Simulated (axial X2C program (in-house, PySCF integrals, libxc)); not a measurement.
# Which molecule has these constants?

All values come from calculations with an in-house all-electron X2C program for linear molecules (integrals from PySCF), spin-free (one-electron X2C) or two-component (2c: spin–orbit coupling with atomic mean-field Coulomb and Gaunt terms, which also bring small scalar terms), in Dyall basis sets with cores contracted in-house; open shells are unrestricted.

A two-component PBE0 calculation in a Dyall 3-zeta basis gave Re = 1.698 Å, ωe = 737.5 cm⁻¹, dipole magnitude 3.77 D, Ω = 1/2.

**Question.** Which molecule is it?
A. LiGa
B. GaN
C. GaB
D. GaO
E. GaF

**Answer.** D. The others have LiGa 2.864 Å and 280.4 cm⁻¹ (Ω = 0); GaF 1.784 Å and 608.9 cm⁻¹ (Ω = 0); GaN 1.996 Å and 508.9 cm⁻¹ (Ω = 1); GaB 2.026 Å and 531.9 cm⁻¹ (Ω = 1).

Each entry is the lowest single determinant of a limited PBE0 search at one distance. De goes to single-determinant-based atoms at the same level (for ions the charge split of lowest energy) and is withheld (n/a) where an atom does not fit its ground term or J level. Main or longest-lived isotopes. One determinant is a doubtful description, or other states lie close, for LiGa, GaN, GaB; these need not be ground states, and all values refer to the states named. Some open-shell Ω = 0 determinants are out of reach, so the Ω given for GaN, GaB need not be the lowest component. With several unpaired electrons the Ω given is that of one determinant, not necessarily of the lowest component. The functionals have no current term, which raises determinants with orbital currents.
